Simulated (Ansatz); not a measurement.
Ideal-gas functions of C2H3AlF2 (`FC(F)=[CH][AlH2]`) at 500 K and 1 bar, from an Ansatz frequency run at PBE0-D4/def2-TZVP.

Molar mass 92.02 g/mol, point group Cs (symmetry number 1), electronic degeneracy 1, moments of inertia 49.312, 235.453, 284.765 u Å². Harmonic wavenumbers (cm⁻¹, unscaled): 138, 142, 147, 407, 472, 602, 607, 679, 740, 786, 826, 976, 1144, 1323, 1721, 1936, 1946, 3189.

Use S(trans) = R[1.5 ln M + 2.5 ln T − 1.1517]; rotational temperatures θ = 24.2544 K / I; S(rot) = R[ln(√π/σ · √(T³/θAθBθC)) + 1.5]; for each mode x = 1.438777 ν̃/T, S = R[x/(eˣ − 1) − ln(1 − e⁻ˣ)] and H = RT x/(eˣ − 1); 1 cm⁻¹ = 0.0119627 kJ/mol; R = 8.31446 J/(mol·K).

**Question.** By hand: the entropy, in J/(mol·K).

**Answer.** Translation 176.0. Rotation: θ = 0.4919, 0.103, 0.0852 K, giving 117.4. Vibration, mode by mode: 16.05, 15.81, 15.53, 7.46, 6.38, 4.71, 4.66, 3.95, 3.44, 3.10, 2.83, 2.02, 1.37, 0.91, 0.35, 0.21, 0.20, 0.01, in all 89.0. Electronic 0.0. Sum 382.4 J/(mol·K).

**Question.** By hand: H − E and G − E in kJ/mol, counted from the electronic energy.

**Answer.** Zero-point energy ½ × 17781 × 0.0119627 = 106.4; thermal vibration 23.9; translation, rotation and pV give 4 RT = 16.6. H − E = 146.9 kJ/mol, and G − E = 146.9 − 500 × 382.4/1000 = -44.3 kJ/mol.

Vibration gives 23 % of the entropy, 47.4 J/(mol·K) of it from the modes under 150 cm⁻¹: soft modes count most, and the harmonic formula is weakest for them.
